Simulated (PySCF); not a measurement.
# Spinor energies of W²⁺ (tungsten, charge +2)

Start: [Xe] 4f14 5d4; 5d3/2 filled at m_j = -3/2, -1/2, +1/2, +3/2. Calculated with PySCF 2.14 in x2c-TZVPall-2c (11s11p10d2f, 108 functions): generalised Hartree-Fock with the X2C-1e Hamiltonian and a Gaussian nucleus; one run each with spin-orbit coupling (SO) switched off, then screened by Boettger's factors.

```tsv
spinor shell	electrons	ε, spin-free (eV)	ε, screened SO (eV)	weight of nominal j (screened SO)	rms radius, screened SO (bohr)
1s1/2	2	-69916.6	-69895.1	1.000	0.0208
2s1/2	2	-12222.4	-12215.5	1.000	0.0838
2p1/2	2	-10694.7	-11661.1	1.000	0.0713
2p3/2	4	-10694.7	-10302.6	1.000	0.0787
3s1/2	2	-2889.3	-2887.0	1.000	0.214
3p1/2	2	-2429.1	-2640.4	1.000	0.206
3p3/2	4	-2429.1	-2341.7	1.000	0.221
3d3/2	4	-1893.8	-1931.3	1.000	0.195
3d5/2	6	-1893.8	-1866.7	1.000	0.199
4s1/2	2	-640.99	-640.14	1.000	0.478
4p1/2	2	-487.36	-536.70	1.000	0.486
4p3/2	4	-487.36	-466.61	1.000	0.519
4d3/2	4	-288.64	-296.28	0.999	0.544
4d5/2	6	-288.64	-282.73	1.000	0.556
5s1/2	2	-109.53	-109.29	1.000	1.15
5p1/2	2	-68.705	-77.740	0.934	1.29
4f5/2	6	-65.927	-66.875	0.979	0.677
5p3/2	4	-68.705	-64.579	0.935	1.35
4f7/2	8	-65.927	-64.453	0.980	0.679
5d3/2	4	-26.082	-26.089	0.643	2.00
```

```tsv
quantity	spin-free	screened SO
E (hartree)	-16129.79878	-16148.81082
M_J	0	0
⟨J²⟩	4.011	2.917
⟨L²⟩	6.006	5.774
⟨S²⟩	6.005	5.748
```

The determinant has a definite M_J but mixes levels of different J.

Each row is a mean over spinors that exchange with the open shell spreads, by up to 4.289 eV (5p3/2).

Rows whose weight is well below 1 are mixtures of j = l ± 1/2: exchange outweighs spin-orbit coupling there, and the label is only the starting occupation.

Breit and QED terms are absent; they matter most for the inner s and p1/2 levels.

Densities and radii are taken from the X2C orbitals without a picture-change correction, which distorts them close to the nucleus.

Without spin-orbit coupling the j labels of p, d and f shells carry no meaning; the spin-free column gives the mean over the occupied spinors of each nl shell, and its ⟨J²⟩ belongs to a mixture of degenerate components.
